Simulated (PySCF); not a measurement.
C₄H₇BO, SMILES C#CB(C)OC.

Geometry optimised at PBE0-D3(BJ)/def2-SVP. The structure was generated by enumeration, and PubChem lists no compound with its InChIKey, so it may never have been made. Other conformers were not sampled.

Level of theory: PBE0/def2-TZVP run with PySCF.

Isolated molecule, no solvent.

* **total energy**: -256.48213 hartree
* **point group**: Cs
* **highest occupied level**: -7.84 eV
* **lowest empty level**: -0.72 eV
* **orbital gap**: 7.12 eV
* **dipole moment**: 1.42 D
* **quadrupole, principal values (traceless, Buckingham form, about the centre of nuclear charge)**: -5.79, -3.76, 9.55 D·Å
* **mean static polarisability**: 64.2 bohr³ (9.51 Å³)
* **polarisability, principal values**: 45.8, 57.7, 89.0 bohr³
